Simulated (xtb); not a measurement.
C₃H₈NO, SMILES O=C[NH+](C)C, charge +1. All values are semi-empirical tight-binding results from xtb (GFN2-xTB unless named), good for trends rather than for accurate numbers. Geometry optimised at GFN2-xTB. The isomer is the one that the SMILES or the coordinates give; other isomers of the formula were not compared. Other conformers were not sampled.

```
Item                                             Result
---------------------------------------  --------------
orbital gap                                     4.38 eV
zero-point energy                         69.7 kcal/mol
G − E(el) at 298.15 K (modified RRHO)     51.2 kcal/mol
static polarisability (D4 model)             49.2 bohr³
solvation energy, GFN2-xTB/ALPB(water)   -62.2 kcal/mol
solvation energy, GFN2-xTB/ALPB(hexane)  -34.8 kcal/mol
```

Problem. Give the IR lines (harmonic; lines under 4 % of the strongest left out, lines within 3 cm⁻¹ merged). (An estimate is asked for; the answer gives what the named calculation found.)

Solution. ν (cm⁻¹): 743 (s), 900 (m), 996 (w), 1091 (w), 1226 (w), 1251 (w), 1291 (w), 1405 (w), 1417 (w), 1434 (w), 1450 (m), 1455 (w), 1886 (vs), 3174 (m) (against the strongest line: vs over 80 %, s over 45 %, m over 15 %, w over 4 %, vw less)
